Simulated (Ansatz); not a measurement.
The same path of a periodic cell of 17 atoms, CuSi₁₆ (host Si, host structure diamond, interstitial Cu) was run twice with different band settings. Lost on the way: Si1–Cu17, Si4–Cu17, Si10–Cu17. Made: Si5–Cu17, Si8–Cu17, Si14–Cu17.

Theory: DFT PBEsol, scalar-relativistic, plane waves, PAW (Ansatz 0.2.0). Settings: PAW set soft_1, cutoff 420 eV, k mesh 2x2x2, fermi-dirac smearing 0.02 eV, spin collinear.

Relaxed end points:

```xyz
17
Lattice="0.0000 5.4300 5.4300 5.4300 0.0000 5.4300 5.4300 5.4300 0.0000" Properties=species:S:1:pos:R:3
Si -0.061 0.075 -0.055
Si 1.313 1.371 1.318
Si 2.700 2.759 0.042
Si 3.996 4.132 1.416
Si 2.598 -0.110 2.604
Si 3.941 1.233 3.946
Si 5.369 2.661 2.788
Si 6.743 4.035 4.084
Si 0.036 2.759 2.706
Si 1.410 4.132 4.002
Si 2.838 5.561 2.844
Si 4.181 6.903 4.187
Si 2.783 2.661 5.375
Si 4.079 4.035 6.748
Si 5.466 5.422 5.472
Si 6.840 6.718 6.846
Cu 6.103 8.825 6.109
```

```xyz
17
Lattice="0.0000 5.4300 5.4300 5.4300 0.0000 5.4300 5.4300 5.4300 0.0000" Properties=species:S:1:pos:R:3
Si 0.116 -0.112 0.110
Si 1.401 1.369 1.396
Si 2.677 2.756 0.009
Si 4.065 4.033 1.396
Si 2.775 0.073 2.769
Si 4.203 1.231 4.198
Si 5.361 2.659 2.769
Si 6.734 4.130 4.143
Si 0.014 2.756 2.672
Si 1.401 4.033 4.060
Si 2.677 5.420 2.672
Si 3.962 6.901 3.957
Si 2.774 2.659 5.356
Si 4.148 4.130 6.728
Si 5.305 5.558 5.300
Si 6.734 6.715 6.728
Cu 7.471 8.822 7.466
```

Common settings: climbing image yes; spring 5.0 eV/Å²; force threshold 0.05 eV/Å; end points relaxed.

| run | movable images | optimiser | start path | iteration limit | largest step |
| --- | --- | --- | --- | --- | --- |
| 1 | 5 | quadratic models (default) | IDPP | 36 | default |
| 2 | 3 | fire | default | 50 | 0.5 Å |

What does each run give, and how far can it be trusted?

Run 1: converged after 6 iterations, highest image 0.073 eV above the first end. By the program's own check the climbing image is a first-order saddle point (lowest curvatures found: -0.29 and 0.02 eV/Å²).
Run 2: converged after 28 iterations, highest image 0.080 eV above the first end. The order of the stationary point at the top wasn't checked.
Limits of this set-up: coarse k mesh, PAW files made for another functional.
